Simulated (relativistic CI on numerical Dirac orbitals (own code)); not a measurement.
**Dy2+: M4,5 absorption edge**

Computed with this model: Dirac-Coulomb-Breit CI, orbitals from a KLI potential per configuration, model QED (radiative potential, 1s self-energy scaled to tabulated hydrogen-like ionisation energies), valence Slater integrals scaled by 0.7, multiplet model of core-to-valence dipole absorption; configurations [Xe] 4f10 → [Ar] 3d9 4s2 4p6 4d10 4f11 5s2 5p6; 300 K; Lorentzian 0.9 eV and Gaussian 0.4 eV FWHM. Energies are those of the free ion, without screening or charge transfer. The branching ratio is the share of the lower-energy edge in the whole absorption, uncertain by about 0.02 where the edges overlap. S is read from ⟨S²⟩ = S(S + 1).

free ion: ground-state S = 1.93, centroid 1296.13 eV, branching ratio 0.900. Peaks (eV, height): 1289.8 (24), 1292.0 (71), 1293.4 (100), 1327.6 (20).

The statistical ratio of this edge is 3/5 = 0.600. Values above it arise where the holes sit mainly in the j = l + 1/2 valence subshell or the ground state has high spin; values below it where core-valence Coulomb terms move weight to the upper edge, as in nearly empty shells.

Strongest unbroadened transitions for free ion:

```
Energy (eV)  Relative strength
    1289.65               21.1
    1290.36                2.1
    1291.12               43.8
    1291.94               57.9
    1292.58               12.0
    1292.63                8.2
    1292.82                8.0
    1293.13               17.1
    1293.47              100.0
    1294.44                2.9
    1294.87               15.6
    1295.65                6.1
    1295.96                4.5
    1326.92                3.9
    1327.39               11.8
    1327.60                3.7
    1327.74                1.4
    1327.85               11.3
```
